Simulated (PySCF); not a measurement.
Q: Give a PBE0-D3(BJ)/def2-SVP geometry of `C=[CH][Sn]([Br])([CH]=C)[CH]=C` (Sn(vinyl)3Br).

A: 
```xyz
17
C6H9BrSn angstrom
Sn     0.0748    0.0908    0.0340
C     -0.3130   -0.1109    2.1242
C     -1.0843   -1.0811    2.6197
H      0.1445    0.6168    2.8064
H     -1.5583   -1.8314    1.9763
H     -1.2751   -1.1703    3.6960
C      2.1341   -0.1382   -0.4798
C      2.5726   -1.1749   -1.1973
H      2.8470    0.6182   -0.1287
H      1.8940   -1.9537   -1.5645
H      3.6332   -1.2923   -1.4499
C     -0.8962    1.7693   -0.8587
C     -1.9079    1.6283   -1.7180
H     -0.5540    2.7754   -0.5860
H     -2.2825    0.6424   -2.0172
H     -2.4087    2.4962   -2.1637
Br    -1.0487   -1.8851   -1.0327
```

Any rigid rotation of these coordinates is as good. Atoms count from 1 in this order. All 3 C–C bonds measure 1.335 Å. Sn1 (tin bonded to Br and 3 C) is distorted tetrahedral (angles from 103.7° to 115.0°). Of the pairs four or more bonds apart, H15···Br17 is among the closest relative to their van der Waals radii: 2.98 Å, 98 % of the sum of Bondi's values. All 3 C–Sn bonds measure 2.135 Å.

Bonds between heavy atoms (Å): Sn1–C2 2.135, Sn1–C7 2.135, Sn1–C12 2.135, Sn1–Br17 2.511, C2–C3 1.335, C7–C8 1.335, C12–C13 1.335.

Method: PBE0-D3(BJ)/def2-SVP geometry optimisation, gas phase, def2 core potentials past Kr in PySCF 2.14.0.

PBE0-D3(BJ)/def2-SVP frequencies: not computed here. The numbers are those of one conformer (C7–Sn1–C2–C3 -117°, C2–Sn1–C7–C8 113°, C2–Sn1–C12–C13 -110°, Sn1–C2–C3–H 0° and 180°, Sn1–C7–C8–H 1° and -179°).
